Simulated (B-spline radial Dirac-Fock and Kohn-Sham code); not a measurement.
## The K (1s) hole of chlorine ions: width and yield against charge

Method: independent-particle rates on relativistic LDA orbitals of the hole state (multipoles up to L = 3, Coulomb Auger matrix elements, transition energies from Dirac-Fock). Computed with a B-spline atomic structure program. Tabulated ground configurations, configuration averages; single configurations, so decays that open only by mixing (as 1s 2s² with 1s 2p² in Be-like ions) are missing and such tiny yields are far too low.

```
  ion  configuration  radiative (eV)  non-radiative (eV)     yield
   Cl   [Ne] 3s2 3p5          0.0583               0.538    0.0978
  Cl⁺   [Ne] 3s2 3p4          0.0580               0.535    0.0978
 Cl²⁺   [Ne] 3s2 3p3          0.0576               0.531    0.0979
 Cl³⁺   [Ne] 3s2 3p2          0.0570               0.525    0.0980
 Cl⁴⁺   [Ne] 3s2 3p1          0.0563               0.517    0.0982
 Cl⁵⁺       [Ne] 3s2          0.0555               0.508    0.0984
 Cl⁷⁺   [He] 2s2 2p6          0.0562               0.490     0.103
 Cl⁸⁺   [He] 2s2 2p5          0.0498               0.398     0.111
 Cl⁹⁺   [He] 2s2 2p4          0.0423               0.305     0.122
Cl¹⁰⁺   [He] 2s2 2p3          0.0336               0.219     0.133
Cl¹¹⁺   [He] 2s2 2p2          0.0237               0.145     0.140
Cl¹²⁺   [He] 2s2 2p1          0.0125              0.0895     0.123
Cl¹³⁺       [He] 2s2        2.44e-09              0.0609  4.02e-08
```
